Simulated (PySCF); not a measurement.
NaAs⁺: frontier orbitals

PW91 at R = 3.145 Å; basis Na 6-31G(d,p), As 6-31G(d,p); no relativity; PySCF 2.14. State: ⁴Σ⁻ (quartet), unpaired electrons σ ↑, π ↑↑. Only the outer orbitals are listed, counted within each symmetry.

```tsv
spin	orbital	occ.	ε (eV)	on Na (%)	main shells (%)
α	4π	1	-35.97	100	100 Na p
α	4π	1	-35.97	100	100 Na p
α	9σ	1	-35.96	100	100 Na p
α	10σ	1	-19.61	1	99 As s
α	11σ	1	-11.10	13	87 As p
α	5π	1	-10.53	1	99 As p
α	5π	1	-10.53	1	99 As p
α	12σ	0	-6.94	96	94 Na s
α	6π	0	-4.54	98	98 Na p
α	6π	0	-4.54	98	98 Na p
β	4π	1	-35.96	100	100 Na p
β	4π	1	-35.96	100	100 Na p
β	9σ	1	-35.94	100	100 Na p
β	10σ	1	-17.31	2	98 As s
β	11σ	0	-9.04	25	74 As p, 18 Na s
β	5π	0	-8.22	3	97 As p
β	5π	0	-8.22	3	97 As p
```

Problem. Which are the highest filled and the lowest empty level, where do they sit, and how wide is the gap?

Solution. Highest filled α 5π at -10.53 eV (in %: 99 As p); lowest empty β 11σ at -9.04 eV (in %: 74 As p, 18 Na s); the gap at PW91 is 1.49 eV.

| Property | Result |
| --- | --- |
| bond order (Mayer) | 0.33 |
| ⟨S²⟩ | 3.750 |
| charge on Na (Mulliken, basis-dependent) | 0.82 |
| charge on Na (Löwdin, basis-dependent) | 0.71 |
| dipole moment (positive dipole points towards As; it is taken about the centre of mass and depends on that origin) | -9.38 D |

Spin–orbit coupling is left out. The state is the lowest determinant that a PBE0 search found; another state may lie lower at other levels.
